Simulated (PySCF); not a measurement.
Working out the ionisation energy of Ta

Ta [Xe] 4f14 5d3 6s2 (4F) → Ta⁺ [Xe] 4f14 5d3 6s1 (5F). Calculation: PySCF 2.14, in aug-cc-pwCVDZ-PP with ECP60MDF; scalar relativity through the core potential. Frozen: nothing. Energies in hartree (1 hartree = 27.21139 eV):

```json
{"part": "UHF", "Ta (lower)": "-56.742241", "Ta⁺ (upper)": "-56.531429"}
{"part": "MP2 opposite-spin", "Ta (lower)": "-0.213160", "Ta⁺ (upper)": "-0.168978"}
{"part": "MP2 same-spin", "Ta (lower)": "-0.094363", "Ta⁺ (upper)": "-0.086952"}
```

What does Hartree-Fock give?

(-56.531429) − (-56.742241) = 0.210812 hartree = 5.736 eV.

What do MP2 and SCS-MP2 (6/5 opposite-spin, 1/3 same-spin) give?

The opposite-spin parts differ by 1.202 eV and the same-spin parts by 0.202 eV. MP2: 5.736 + (1.202) + (0.202) = 7.140 eV. SCS-MP2: 5.736 + 1.2 × (1.202) + (0.202)/3 = 7.246 eV.

Measured between the centres of the two terms (NIST): 7.573 eV, so MP2 (valence and next inner shell) is off by -0.433 eV.

A double-zeta basis recovers only part of the correlation energy.

What remains against the reference includes basis incompleteness and correlation beyond second order.
